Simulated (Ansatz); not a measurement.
Species: chlorosilane, sum formula SiH3Cl (charge 0, singlet). SMILES: [SiH3]Cl
Geometry from a B3LYP-D3(BJ)/def2-TZVP (Ansatz, an electronic-structure program) optimisation:
```xyz
5

Si    -0.9899    -0.0500    -0.0380
Cl     1.0723     0.0541     0.0412
H     -1.3688    -1.0690    -1.0360
H     -1.5103     1.2742    -0.4302
H     -1.4910    -0.4257     1.2983
```

Computed values are from Ansatz. Valence correlation only, unless marked. UHF or UKS for open shells. Spin-orbit coupling is left out. Non-relativistic. CBS(X,Y): correlation extrapolated as X^-3; Hartree-Fock from the larger set. The bracket is a focal-point correction in the basis named.

Task: What is the atomisation energy De at CCSD(T)/CBS(def2-TZVPPD,def2-QZVPPD)?

Result: 340.6 kcal/mol.

Task: What is the vertical ionisation energy (to the doublet) at RI-MP2/CBS(aug-cc-pV(T+d)Z,aug-cc-pV(Q+d)Z)+[CCSD(T)-MP2]/aug-cc-pV(T+d)Z?

Result: 11.90 eV.

Task: What is the total energy at CCSD(T)/CBS(def2-TZVPPD,def2-QZVPPD)?

Result: -750.6908 Eh.

Task: What is the T1 diagnostic at CCSD/def2-QZVPPD?

Result: 0.009.

Task: What is the vertical triplet-singlet gap at RI-MP2/CBS(aug-cc-pV(T+d)Z,aug-cc-pV(Q+d)Z)+[CCSD(T)-MP2]/aug-cc-pV(T+d)Z?

Result: 7.43 eV.
